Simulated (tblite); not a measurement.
Species: C₆H₁₃P.
Atom-mapped SMILES: `[H]/[P:4]=[C:3](\[CH2:2][CH3:1])[CH:5]([CH3:6])[CH3:7]` (hydrogens: H8, H9, H10 on C1; H11, H12 on C2; H13 on P4; H14 on C5; H15, H16, H17 on C6; H18, H19, H20 on C7)

Computed with GFN2-xTB (tblite), gas phase: L-BFGS steps from a force-field or distance-geometry start until the largest atomic force falls under 0.01 eV/Å.

Step 34: E = -597.5601 eV
```
atom  x, y, z in Å  |  force x, y, z in eV/Å
C1     -1.6485    0.6158   -1.1055   -0.008  -0.034   0.038
C2     -1.4784   -0.0075    0.2855   -0.029   0.016  -0.049
C3     -0.2940   -0.9204    0.4093   -0.040   0.002  -0.004
P4     -0.4113   -2.5818    0.6559    0.051   0.021  -0.013
C5      1.1074   -0.3591    0.3623   -0.041   0.006  -0.009
C6      1.2727    0.7944    1.3514    0.009  -0.003  -0.003
C7      1.5222    0.0597   -1.0534    0.019  -0.002  -0.016
H8     -1.5994   -0.1554   -1.8729   -0.019   0.042   0.028
H9     -0.8796    1.3567   -1.3071   -0.076  -0.034   0.007
H10    -2.6190    1.1071   -1.1676    0.042  -0.028  -0.001
H11    -1.3944    0.7965    1.0230   -0.027  -0.033  -0.017
H12    -2.3875   -0.5725    0.5134    0.032   0.006   0.028
H13    -1.8086   -2.6728    0.6606   -0.073   0.010  -0.034
H14     1.7776   -1.1740    0.6659    0.012   0.004   0.031
H15     0.9724    0.4775    2.3489    0.031   0.018  -0.005
H16     2.3100    1.1188    1.3863    0.015  -0.022  -0.005
H17     0.6603    1.6440    1.0579    0.036   0.018  -0.003
H18     1.1700    1.0606   -1.2860    0.013  -0.006  -0.017
H19     2.6060    0.0573   -1.1431    0.015   0.009   0.028
H20     1.1172   -0.6343   -1.7876    0.041   0.009   0.017
```

Step 35: E = -597.5611 eV
```
atom  x, y, z in Å  |  force x, y, z in eV/Å
C1     -1.6498    0.6147   -1.1047   -0.007  -0.025   0.034
C2     -1.4773   -0.0061    0.2867   -0.032   0.013  -0.037
C3     -0.2937   -0.9212    0.4085   -0.048   0.014  -0.003
P4     -0.4129   -2.5835    0.6497    0.024   0.037  -0.017
C5      1.1074   -0.3589    0.3629   -0.045  -0.014   0.000
C6      1.2724    0.7945    1.3516    0.006  -0.005  -0.017
C7      1.5240    0.0579   -1.0526    0.009  -0.001   0.005
H8     -1.6054   -0.1578   -1.8706   -0.019   0.039   0.021
H9     -0.8803    1.3534   -1.3092   -0.046  -0.027  -0.001
H10    -2.6165    1.1125   -1.1665    0.015  -0.041   0.007
H11    -1.3914    0.7992    1.0224   -0.017  -0.032  -0.015
H12    -2.3869   -0.5676    0.5190    0.024  -0.010   0.024
H13    -1.8117   -2.6714    0.6517   -0.047   0.008  -0.032
H14     1.7783   -1.1724    0.6680    0.014  -0.010   0.032
H15     0.9792    0.4754    2.3505    0.042   0.022  -0.005
H16     2.3079    1.1244    1.3766    0.022  -0.020   0.015
H17     0.6537    1.6404    1.0623    0.027   0.035  -0.007
H18     1.1622    1.0538   -1.2895    0.012   0.006  -0.027
H19     2.6082    0.0670   -1.1356    0.013   0.001   0.015
H20     1.1274   -0.6437   -1.7841    0.052   0.012   0.009
```

Step 36: E = -597.5620 eV
```
atom  x, y, z in Å  |  force x, y, z in eV/Å
C1     -1.6515    0.6136   -1.1035   -0.010  -0.007   0.016
C2     -1.4771   -0.0045    0.2872   -0.024  -0.001  -0.004
C3     -0.2946   -0.9215    0.4078   -0.034   0.021  -0.006
P4     -0.4139   -2.5845    0.6435   -0.023   0.036  -0.018
C5      1.1066   -0.3594    0.3636   -0.028  -0.022   0.008
C6      1.2722    0.7945    1.3513    0.006  -0.001  -0.024
C7      1.5260    0.0563   -1.0514    0.002   0.003   0.025
H8     -1.6115   -0.1592   -1.8681   -0.017   0.018   0.001
H9     -0.8821    1.3501   -1.3108   -0.004  -0.011  -0.008
H10    -2.6142    1.1170   -1.1657   -0.027  -0.044   0.017
H11    -1.3888    0.8013    1.0212   -0.007  -0.018  -0.004
H12    -2.3864   -0.5630    0.5249    0.004  -0.029   0.017
H13    -1.8150   -2.6713    0.6429   -0.008   0.006  -0.030
H14     1.7793   -1.1711    0.6703   -0.003  -0.014   0.027
H15     0.9864    0.4743    2.3518    0.048   0.024  -0.003
H16     2.3064    1.1284    1.3670    0.026  -0.019   0.031
H17     0.6488    1.6379    1.0661    0.020   0.042  -0.011
H18     1.1557    1.0476   -1.2928    0.011   0.014  -0.032
H19     2.6105    0.0761   -1.1279    0.011  -0.006   0.006
H20     1.1380   -0.6519   -1.7805    0.057   0.008  -0.006
```

Step 37: E = -597.5627 eV
```
atom  x, y, z in Å  |  force x, y, z in eV/Å
C1     -1.6530    0.6127   -1.1024   -0.015   0.008  -0.003
C2     -1.4777   -0.0036    0.2873   -0.014  -0.013   0.023
C3     -0.2961   -0.9214    0.4071   -0.011   0.022  -0.007
P4     -0.4147   -2.5845    0.6394   -0.053   0.022  -0.017
C5      1.1054   -0.3600    0.3642   -0.004  -0.013   0.012
C6      1.2723    0.7945    1.3506    0.008   0.009  -0.019
C7      1.5274    0.0553   -1.0500    0.000   0.007   0.027
H8     -1.6157   -0.1596   -1.8665   -0.014  -0.003  -0.016
H9     -0.8839    1.3479   -1.3116    0.024   0.001  -0.012
H10    -2.6134    1.1189   -1.1652   -0.059  -0.039   0.023
H11    -1.3875    0.8023    1.0202   -0.002  -0.001   0.008
H12    -2.3861   -0.5606    0.5292   -0.015  -0.041   0.010
H13    -1.8172   -2.6717    0.6368    0.015   0.006  -0.028
H14     1.7800   -1.1704    0.6723   -0.024  -0.014   0.021
H15     0.9918    0.4744    2.3525    0.045   0.023   0.000
H16     2.3062    1.1299    1.3611    0.026  -0.019   0.035
H17     0.6468    1.6374    1.0682    0.020   0.039  -0.013
H18     1.1522    1.0439   -1.2953    0.010   0.013  -0.030
H19     2.6121    0.0818   -1.1225    0.008  -0.009   0.005
H20     1.1460   -0.6566   -1.7784    0.055   0.001  -0.018
```

**Question.** Estimate the geometry and energy of step 38. (The exact step hangs on the optimiser's Hessian estimate; all steps are aligned on step 37, rigid shifts and turns removed.)

**Answer.** E = -597.5637 eV, largest force 0.100 eV/Å
```
atom  x, y, z in Å  |  force x, y, z in eV/Å
C1     -1.6554    0.6115   -1.1010   -0.022   0.025  -0.027
C2     -1.4791   -0.0027    0.2877   -0.004  -0.021   0.049
C3     -0.2983   -0.9207    0.4060    0.022   0.017  -0.004
P4     -0.4168   -2.5839    0.6339   -0.072  -0.003  -0.016
C5      1.1035   -0.3609    0.3651    0.030   0.008   0.013
C6      1.2728    0.7948    1.3492    0.013   0.027  -0.002
C7      1.5294    0.0544   -1.0479    0.003   0.011   0.014
H8     -1.6213   -0.1602   -1.8649   -0.010  -0.027  -0.030
H9     -0.8864    1.3451   -1.3126    0.047   0.012  -0.012
H10    -2.6135    1.1202   -1.1640   -0.091  -0.029   0.028
H11    -1.3865    0.8031    1.0192    0.003   0.021   0.023
H12    -2.3859   -0.5589    0.5350   -0.038  -0.049  -0.001
H13    -1.8201   -2.6715    0.6282    0.029   0.006  -0.026
H14     1.7800   -1.1696    0.6755   -0.049  -0.017   0.010
H15     0.9996    0.4754    2.3531    0.032   0.021   0.006
H16     2.3067    1.1309    1.3547    0.023  -0.017   0.030
H17     0.6457    1.6378    1.0704    0.022   0.028  -0.015
H18     1.1487    1.0396   -1.2993    0.010   0.007  -0.020
H19     2.6144    0.0884   -1.1154    0.004  -0.010   0.009
H20     1.1573   -0.6621   -1.7759    0.047  -0.010  -0.029
```

The energy changes by -0.0010 eV. The first-order estimate −F·Δx gives -0.0013 eV and the mean of the old and new forces, exact on a quadratic surface, -0.0010 eV. The step makes an angle of 73° with the force vector and moves no atom by more than 0.013 Å.

The cost below is that of the whole relaxation. Hardware: an Arm Neoverse V1 with one thread (shared host). Cost: 1.4 s.
